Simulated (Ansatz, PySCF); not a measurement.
Process, species as SMILES: FS(F)(F)(F)(F)F + 4 [H][H] (H2) -> 6 F (HF) + S (H2S)
Geometries: B3LYP-D3(BJ)/def2-TZVP minima from Ansatz (a quantum-chemistry and plane-wave program). Frequencies are from Ansatz or PySCF.

Property: energy of full hydrogenation (enthalpy at 298 K, with B3LYP-D3(BJ) rigid-rotor harmonic-oscillator terms), in kcal/mol. Correlated levels leave the core frozen unless marked. Spin-orbit coupling is left out. Non-relativistic. CBS(X,Y): correlation extrapolated as X^-3; Hartree-Fock from the larger set. [CCSD(T)-MP2]/basis is that difference in the basis named.

Level to compare with: RI-MP2/CBS(cc-pV(T+d)Z,cc-pV(Q+d)Z)+[CCSD(T)-MP2]/cc-pV(T+d)Z (Ansatz), -106.1 kcal/mol. It is a level with limits of its own, and the differences hold the functionals' basis error too.

### Question
Rank these functionals by how close they come to RI-MP2/CBS(cc-pV(T+d)Z,cc-pV(Q+d)Z)+[CCSD(T)-MP2]/cc-pV(T+d)Z, closest first: BHLYP/def2-TZVPD (Ansatz); wB97M-V/def2-TZVPD (Ansatz); SVWN5/def2-TZVPD (Ansatz); wB97X/def2-TZVPD (Ansatz).

### Answer
BHLYP/def2-TZVPD (global hybrid, -108.5 kcal/mol, difference -2.4), wB97X/def2-TZVPD (range-separated hybrid, -98.6 kcal/mol, difference 7.5), wB97M-V/def2-TZVPD (range-separated hybrid meta-GGA with VV10, -96.1 kcal/mol, difference 10.0), SVWN5/def2-TZVPD (LDA, -65.6 kcal/mol, difference 40.5)
